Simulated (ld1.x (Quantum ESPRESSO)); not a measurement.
## Varying the TM potential for B

Base potential:

B, norm-conserving Troullier–Martins (Kleinman–Bylander form), made with ld1.x (Quantum ESPRESSO) 7.5 (PBE, non-relativistic). Core [He], reference 2s2 2p1. Waves: 2p (bound): rc 2.45 bohr; 3d channel at 0.4 Ry: rc 2.10 bohr; 2s (bound): rc 1.60 bohr. Local part: the s channel. Core correction: a·sin(br)/r model core inside 0.70 bohr.

All-electron outer shells of the reference configuration (PBE, non-relativistic, ld1.x):

```
shell  level (eV)  outermost node (bohr)  outermost maximum (bohr)
   2s       -9.44                   0.46                      1.52
   2p       -3.61                      –                      1.57
```

Cutoffs, loose and tight: the cutoffs (Ry, on a coarse ladder) from which the occupation-weighted sum of valence levels, in a spherical-Bessel basis at the reference potential, stays within 10 and 1 mRy of its value at 400 Ry. They do not see the model core or the augmentation charge, which bear on the density cutoff. Test errors are all-electron minus pseudo excitation energies from the reference, over the configurations 2s2 2p0; 2s1 2p0; 2s2 2p0.5; 2s2 2p1.3; 2s1 2p1; 2s1 2p2; 2s0 2p3. A dash means not determined; rows that change the core or the reference have their own tests.

| change | outcome | cutoff, loose | cutoff, tight | bound ghosts | largest test error (meV) |
| --- | --- | --- | --- | --- | --- |
| base | generated | 18 Ry | 45 Ry | none | +147 |
| local potential all-electron potential smoothed inside 1.40 bohr (lloc = -1) | generated | 18 Ry | 45 Ry | none | +150 |
| scalar-relativistic | generated | 18 Ry | 45 Ry | none | +147 |
| core correction a·sin(br)/r model core inside 2.00 bohr | generated | 18 Ry | 45 Ry | none | +162 |
| wave 3d channel at 0.4 Ry: rc 2.10 bohr becomes 3d channel at 0.4 Ry: rc 2.82 bohr | generated | 18 Ry | 45 Ry | none | +147 |
| wave 3d channel at 0.4 Ry: rc 2.10 bohr becomes 3d channel at 0.17 Ry: rc 2.10 bohr | generated | 18 Ry | 45 Ry | none | +147 |
| functional LDA (PZ) | generated | 18 Ry | 45 Ry | none | +131 |
| wave 2p (bound): rc 2.45 bohr becomes 2p (bound): rc 2.96 bohr | generated | 18 Ry | 45 Ry | none | +264 |
| core correction a·sin(br)/r model core inside 1.80 bohr | generated | 18 Ry | 45 Ry | none | +161 |
| wave 3d channel at 0.4 Ry: rc 2.10 bohr becomes 3d channel at 3.24 Ry: rc 2.10 bohr | generated | 18 Ry | 45 Ry | none | +147 |
| wave 3d channel at 0.4 Ry: rc 2.10 bohr becomes 3d channel at 1.51 Ry: rc 2.10 bohr | generated | 18 Ry | 45 Ry | none | +147 |

What comes out with this change to the base: wave 2s (bound): rc 1.60 bohr becomes 2s (bound): rc 2.06 bohr?

outcome: generated; cutoff, loose: 15 Ry; cutoff, tight: 30 Ry; bound ghosts: none; largest test error (meV): +152.
